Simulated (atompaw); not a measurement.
An all-electron radial function and its pseudo partner (antimony)

Columns: radius, all-electron u(r) and pseudo u(r) of the 5p shell (level -6.69 eV) of antimony in the configuration [Kr] 4d10 5s2 5p2.75; LDA (PW92), scalar-relativistic, PAW (atompaw) scheme, atompaw 4.2.0.5.

```tsv
r (bohr)	all-electron	pseudo
0.096	-0.0800	0.0030
0.192	0.1561	0.0119
0.288	0.1577	0.0266
0.385	-0.0038	0.0471
0.481	-0.1699	0.0725
0.577	-0.2709	0.1025
0.673	-0.2960	0.1367
0.769	-0.2603	0.1744
0.865	-0.1846	0.2149
0.962	-0.0863	0.2578
1.058	0.0190	0.3016
1.154	0.1233	0.3457
1.250	0.2212	0.3895
1.346	0.3095	0.4320
1.442	0.3869	0.4724
1.538	0.4530	0.5101
1.635	0.5087	0.5447
1.731	0.5536	0.5750
1.827	0.5889	0.6007
1.923	0.6159	0.6218
2.019	0.6353	0.6379
2.115	0.6481	0.6490
2.212	0.6552	0.6555
2.308	0.6573	0.6573
2.404	0.6551	0.6551
2.500	0.6493	0.6493
```

How many radial nodes do the two functions have?

The all-electron 5p function has n − l − 1 = 3; the pseudo-wave has 0, since the states of the same l below it are removed with the core.

Where does each function peak?

Outermost all-electron maximum near 2.31 bohr, pseudo maximum near 2.31 bohr (to the table’s step).

Is the pseudo-wave norm-conserving?

No, it belongs to a PAW set: the norm inside the radius is not constrained, and the difference is carried by the augmentation charge.
